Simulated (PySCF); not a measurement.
1-hydroxyboretane (C3H7BO), SMILES B1(CCC1)O.

Coordinates come from a PBE-D3(BJ)/def2-SVP optimisation. Other conformers were not sampled.

Level of theory: PySCF with PBE-D3(BJ)/def2-SVP.

Harmonic, unscaled wavenumbers; measured fundamentals usually lie a few per cent lower.

Computed vibrational spectrum:
```json
[
 {"mode": "1", "ν (cm⁻¹)": "84", "IR (km/mol)": "0.6", "moving atoms (share of kinetic energy)": "H 41 %, C 37 %, O 15 %"},
 {"mode": "2", "ν (cm⁻¹)": "295", "IR (km/mol)": "3.2", "moving atoms (share of kinetic energy)": "H 57 %, B 28 %"},
 {"mode": "3", "ν (cm⁻¹)": "352", "IR (km/mol)": "8.7", "moving atoms (share of kinetic energy)": "C 31 %, H 29 %, O 26 %, B 13 %"},
 {"mode": "4", "ν (cm⁻¹)": "491", "IR (km/mol)": "28.3", "moving atoms (share of kinetic energy)": "H 84 %, C 13 %"},
 {"mode": "5", "ν (cm⁻¹)": "576", "IR (km/mol)": "0.6", "moving atoms (share of kinetic energy)": "O 31 %, C 30 %, B 22 %, H 16 %"},
 {"mode": "6", "ν (cm⁻¹)": "656", "IR (km/mol)": "64.2", "moving atoms (share of kinetic energy)": "H 82 %, C 11 %"},
 {"mode": "7", "ν (cm⁻¹)": "691", "IR (km/mol)": "12.1", "moving atoms (share of kinetic energy)": "H 70 %, C 20 %"},
 {"mode": "8", "ν (cm⁻¹)": "802", "IR (km/mol)": "9.5", "moving atoms (share of kinetic energy)": "H 50 %, C 48 %"},
 {"mode": "9", "ν (cm⁻¹)": "872", "IR (km/mol)": "38.7", "moving atoms (share of kinetic energy)": "H 55 %, C 25 %, B 17 %"},
 {"mode": "10", "ν (cm⁻¹)": "891", "IR (km/mol)": "8.9", "moving atoms (share of kinetic energy)": "H 88 %"},
 {"mode": "11", "ν (cm⁻¹)": "899", "IR (km/mol)": "14.9", "moving atoms (share of kinetic energy)": "C 45 %, H 36 %, B 15 %"},
 {"mode": "12", "ν (cm⁻¹)": "922", "IR (km/mol)": "27.7", "moving atoms (share of kinetic energy)": "C 57 %, H 40 %"},
 {"mode": "13", "ν (cm⁻¹)": "949", "IR (km/mol)": "6.3", "moving atoms (share of kinetic energy)": "C 50 %, H 35 %, B 15 %"},
 {"mode": "14", "ν (cm⁻¹)": "1058", "IR (km/mol)": "7.2", "moving atoms (share of kinetic energy)": "H 69 %, C 30 %"},
 {"mode": "15", "ν (cm⁻¹)": "1103", "IR (km/mol)": "13.3", "moving atoms (share of kinetic energy)": "H 52 %, C 43 %"},
 {"mode": "16", "ν (cm⁻¹)": "1122", "IR (km/mol)": "76.6", "moving atoms (share of kinetic energy)": "H 58 %, B 24 %, C 10 %"},
 {"mode": "17", "ν (cm⁻¹)": "1159", "IR (km/mol)": "6.2", "moving atoms (share of kinetic energy)": "H 71 %, C 27 %"},
 {"mode": "18", "ν (cm⁻¹)": "1187", "IR (km/mol)": "5.2", "moving atoms (share of kinetic energy)": "H 91 %, C 8 %"},
 {"mode": "19", "ν (cm⁻¹)": "1242", "IR (km/mol)": "60.4", "moving atoms (share of kinetic energy)": "H 47 %, C 31 %, B 19 %"},
 {"mode": "20", "ν (cm⁻¹)": "1339", "IR (km/mol)": "19.7", "moving atoms (share of kinetic energy)": "H 90 %, C 10 %"},
 {"mode": "21", "ν (cm⁻¹)": "1351", "IR (km/mol)": "9.7", "moving atoms (share of kinetic energy)": "H 85 %"},
 {"mode": "22", "ν (cm⁻¹)": "1406", "IR (km/mol)": "45.3", "moving atoms (share of kinetic energy)": "H 81 %, B 9 %"},
 {"mode": "23", "ν (cm⁻¹)": "1455", "IR (km/mol)": "263.7", "moving atoms (share of kinetic energy)": "B 57 %, H 19 %, O 15 %, C 9 %"},
 {"mode": "24", "ν (cm⁻¹)": "2980", "IR (km/mol)": "41.8", "moving atoms (share of kinetic energy)": "H 95 %"},
 {"mode": "25", "ν (cm⁻¹)": "2985", "IR (km/mol)": "16.3", "moving atoms (share of kinetic energy)": "H 94 %"},
 {"mode": "26", "ν (cm⁻¹)": "2994", "IR (km/mol)": "3.0", "moving atoms (share of kinetic energy)": "H 94 %"},
 {"mode": "27", "ν (cm⁻¹)": "3036", "IR (km/mol)": "2.8", "moving atoms (share of kinetic energy)": "H 90 %, C 10 %"},
 {"mode": "28", "ν (cm⁻¹)": "3049", "IR (km/mol)": "21.1", "moving atoms (share of kinetic energy)": "H 90 %, C 10 %"},
 {"mode": "29", "ν (cm⁻¹)": "3059", "IR (km/mol)": "21.5", "moving atoms (share of kinetic energy)": "H 91 %, C 9 %"},
 {"mode": "30", "ν (cm⁻¹)": "3711", "IR (km/mol)": "43.6", "moving atoms (share of kinetic energy)": "H 94 %"}
]
```
